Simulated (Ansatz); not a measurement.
The same group exchange along the group B, Al, In.

Calculated with Ansatz (gas phase, PBE0-D4/def2-TZVP geometries, no zero-point term in ΔE). CBS: MP2 limit from def2 TZ/QZ plus the TZ coupled-cluster correction, frozen cores. This one scheme is used for every species. DFT in def2-TZVPP. Elements past krypton have def2 core potentials. For In outer-core shells are correlated without core-valence functions, which leaves a few kJ/mol of doubt a bond. Each species was taken in one conformer, which may not be the lowest.

| reaction | ωB97M-V (kcal/mol) | revPBE-D4 (kcal/mol) | CCSD(T)/CBS(def2) (kcal/mol) |
| --- | --- | --- | --- |
| `CCBS` + CH₄ → `CBS` + `CC` | -0.6 | -0.3 | -0.3 |
| `C[CH2][AlH][SH]` + CH₄ → `[CH3][AlH][SH]` + `CC` | -1.9 | -1.4 | -1.8 |
| `C[CH2][InH][SH]` + CH₄ → `[CH3][InH][SH]` + `CC` | -1.1 | -0.2 | -0.3 |

Largest T1 diagnostic: 0.013, for `[CH3][InH][SH]`.
